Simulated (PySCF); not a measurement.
Geometry (Å), atoms numbered from 1 in this order:
```xyz
13

N     3.5775    0.4990   -0.2018
C     2.4461    0.3332   -0.1372
C     1.0453    0.1501   -0.0583
C     0.1939    1.2556   -0.0072
C    -1.1735    1.0762    0.0696
C    -1.7119   -0.2019    0.0952
C    -0.8843   -1.3107    0.0432
C     0.4834   -1.1275   -0.0323
F     1.2828   -2.2051   -0.0831
H     0.6218    2.2467   -0.0288
H    -1.8241    1.9360    0.1083
H    -2.7809   -0.3373    0.1547
H    -1.2804   -2.3137    0.0598
```

How the numbers were obtained: NMR shieldings at PBE0/pcSseg-1/GIAO, geometry from GFN2-xTB, in PySCF 2.14 (no relativistic terms, isolated molecule, one conformer).

Scale: 13C and 1H against TMS; NH3 for 15N; 19F against CFCl3 (reference shieldings calculated alike).

```csv
atoms,nucleus,count,Hirshfeld charge,δ (ppm)
C4,13C,1,-0.02,142.0
C3,13C,1,-0.01,106.7
C2,13C,1,0.07,119.5
H12,1H,1,0.06,?
H11,1H,1,0.06,7.49
C5,13C,1,-0.04,129.6
F9,19F,1,-0.06,-105.4
C7,13C,1,-0.06,?
N1,15N,1,-0.21,?
H13,1H,1,0.06,?
C8,13C,1,0.11,175.0
H10,1H,1,0.07,7.95
C6,13C,1,-0.03,139.8
```

Complete the table.

## Answers


- C7: 122.8 ppm, aromatic CH
- H12: 7.84 ppm, hydrogen on an aromatic CH; it sits in the deshielding region of the aromatic ring current
- H13: 7.50 ppm, hydrogen on an aromatic CH; aromatic region
- N1: 327.7 ppm, nitrile nitrogen

Shifts are as computed. Against solution values, carbons near 30 ppm lie about +3 ppm off and those near 130 ppm about +5 ppm. Of 1211 compounds with measured shifts, 218 miss one by over three times the rms of a fit or turn the order of signals round; such compounds aren't used in these exercises. Unscaled 19F shifts against computed CFCl3 carry errors that often reach 10 to 50 ppm. Experimental scales use liquid or dissolved standards, which lie at an offset from isolated NH3 (liquid NH3: subtract about 20 ppm). Unscaled 15N shifts of sp2 nitrogen come out 20 to 40 ppm too high even then.
